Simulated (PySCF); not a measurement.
Calculated NMR parameters of Cc1c(F)cpcc1C#N

| Item | Value |
| --- | --- |
| Formula | C7H5FNP |
| SMILES | Cc1c(F)cpcc1C#N |
| Point group of the computed structure | C1 |
| Carbon signals | 7 |
| Proton signals | 3 |

Bonds (- single, = double, # triple, : aromatic): C1-C2 1.495 Å, C2:C3 1.393 Å, C3-F4 1.354 Å, C3:C5 1.375 Å, C5:P6 1.735 Å, P6:C7 1.729 Å, C7:C8 1.391 Å, C8-C9 1.419 Å, C9#N10 1.146 Å, C8:C2 1.399 Å. C1 carries H11, H12, H13; C5 carries H14; C7 carries H15.

[PySCF 2.14: structure optimised with GFN2-xTB; GIAO PBE0/pcSseg-1 shieldings; in vacuum; fast rotation and ring inversion assumed for equivalent nuclei; one conformer; non-relativistic]

Chemical shifts δ = σref − σ; TMS for 1H and 13C; 19F against CFCl3; 31P against H3PO4; 15N vs NH3, all at this level.

| carbon | δC, type | δH (multiplicity) | HMBC from (2–3 bonds) | span of the C tensor (ppm) |
| --- | --- | --- | --- | --- |
| C1 | 18.6, CH3 | 2.86 (s) | – | 26 |
| C2 | 139.7, C | – | H15, H14, H11/H12/H13 | 196 |
| C3 | 172.8, C | – | H14, H11/H12/H13 | 161 |
| C5 | 151.0, CH | 8.91 (m) | H15 | 273 |
| C7 | 167.0, CH | 9.32 (m) | H14 | 322 |
| C8 | 126.6, C | – | H15, H11/H12/H13 | 194 |
| C9 | 122.9, C | – | H15 | 353 |

Other nuclei:
| atoms | nucleus | environment | δ (ppm) | σ (ppm) |
| --- | --- | --- | --- | --- |
| F4 | 19F | aryl fluorine | -89.0 | 259.9 |
| P6 | 31P | phosphorus bonded to 2 C, in a 6-membered ring | 226.8 | 91.6 |
| N10 | 15N | nitrile nitrogen | 324.7 | -57.0 |

1. δC 172.8: aromatic carbon bearing fluorine; σ withdrawal by the attached heteroatom moves it downfield of the ring CH carbons.
2. δC 167.0, 151.0: aromatic CH.
3. δC 139.7, 126.6: substituted aromatic carbon.
4. δC 122.9: nitrile carbon; this is the usual window of a C≡N carbon, which has no attached hydrogen.
5. δH 9.32, 8.91: hydrogen on an aromatic CH; the ring current deshields protons in the ring plane.

Splittings by 19F and 31P in the carbon and heteronuclear signals aren't shown, as no couplings were computed. Shifts are as computed. Against solution values, carbons near 30 ppm lie about +3 ppm off and those near 130 ppm about +5 ppm. Of 1211 compounds with measured shifts, 218 miss one by over three times the rms of a fit or turn the order of signals round; such compounds aren't used in these exercises. Unscaled 19F shifts against computed CFCl3 carry errors that often reach 10 to 50 ppm. Experimental scales use liquid or dissolved standards, which lie at an offset from isolated NH3 (liquid NH3: subtract about 20 ppm) and H3PO4. Unscaled 15N shifts of sp2 nitrogen come out 20 to 40 ppm too high even then. No couplings were computed; multiplicities are counted from neighbouring protons, with m where these are inequivalent, close in shift, in a saturated or five-membered ring or joined by F or P, and br s for small geminal =CH2 splittings.
